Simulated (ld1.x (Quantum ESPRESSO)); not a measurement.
**Cr (Z = 24): ultrasoft pseudisation with LDA (PZ), scalar-relativistic reference atom.**

Cr (Z = 24), ultrasoft, made with ld1.x (Quantum ESPRESSO) 7.5 (LDA (PZ), scalar-relativistic). Core [Ne], reference 3s2 3p6 3d5 4s1 4p0. Waves: 3s (bound): rcut 1.20, rcutus 1.35 bohr; 4s (bound): rcut 1.20, rcutus 1.35 bohr; 3p (bound): rcut 1.35, rcutus 1.50 bohr; 4p (bound, empty): rcut 1.35, rcutus 1.50 bohr; 3d (bound): rcut 1.25, rcutus 1.35 bohr; 3d channel at 1.8 Ry: rcut 1.25, rcutus 1.35 bohr. Local part: all-electron potential smoothed inside 1.20 bohr (lloc = -1). Core correction: a·sin(br)/r model core inside 0.85 bohr. Augmentation charge: built from norm-conserving waves at rcut, not smoothed further.

- Configuration tests: test run stopped at test 1 of 9 (negative rho)
- Lowest eigenvalue of the overlap operator: -1.56 (p channel); it is negative, so in a basis up to 400 Ry S is not positive definite and the file is unfit for use

A Bessel basis up to 400 Ry misses an occupied level by 1.44 Ry, so cutoffs and ghosts were not judged. Its overlap operator is not positive definite in a basis up to 400 Ry (lowest eigenvalue p -1.56), so the file is unfit for use: the generalised eigenproblem breaks down once the basis is large enough, and its test numbers describe a broken file. The potential misses its own reference levels by up to 0.8 eV.
